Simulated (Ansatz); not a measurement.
Start from `[F][Mo]([F])(=[S])=[S]` and change one element to get `[F][W]([F])(=[S])=[S]`.

Ansatz, PBE0-D4/def2-TZVP geometries, multiplicity 1. 

Elements past krypton have def2 core potentials.

```tsv
property	`[F][Mo]([F])(=[S])=[S]`
HOMO–LUMO gap (PBE0/def2-TZVPP) / eV	4.15
LUMO energy (B3LYP/def2-TZVPP) / eV	-3.89
size of the dipole moment (PBE/def2-TZVPP) / D	0.09
HOMO–LUMO gap (B3LYP/def2-TZVPP) / eV	3.75
size of the dipole moment (B3LYP/def2-TZVPP) / D	0.18
HOMO energy (ωB97M-V/def2-TZVPP) / eV	-9.82
```

Q: Give the same properties after the change, and the shifts. (Best estimate.)

A: Computed: 
```json
{"property": "HOMO–LUMO gap (PBE0/def2-TZVPP) / eV", "`[F][W]([F])(=[S])=[S]`": "4.61", "shift": "0.46"}
{"property": "LUMO energy (B3LYP/def2-TZVPP) / eV", "`[F][W]([F])(=[S])=[S]`": "-3.37", "shift": "0.52"}
{"property": "size of the dipole moment (PBE/def2-TZVPP) / D", "`[F][W]([F])(=[S])=[S]`": "0.67", "shift": "0.58"}
{"property": "HOMO–LUMO gap (B3LYP/def2-TZVPP) / eV", "`[F][W]([F])(=[S])=[S]`": "4.19", "shift": "0.44"}
{"property": "size of the dipole moment (B3LYP/def2-TZVPP) / D", "`[F][W]([F])(=[S])=[S]`": "0.50", "shift": "0.32"}
{"property": "HOMO energy (ωB97M-V/def2-TZVPP) / eV", "`[F][W]([F])(=[S])=[S]`": "-9.75", "shift": "0.07"}
```

With PBE0 the HOMO rises by 0.08 eV and the LUMO rises by 0.53 eV, so the gap widens by about 0.45 eV. PBE moves the HOMO by 0.07 eV and ωB97M-V by 0.07 eV. Dipoles are sizes alone; their direction can turn.

B3LYP here is the variant with VWN-RPA as its local correlation; programs differ in this.
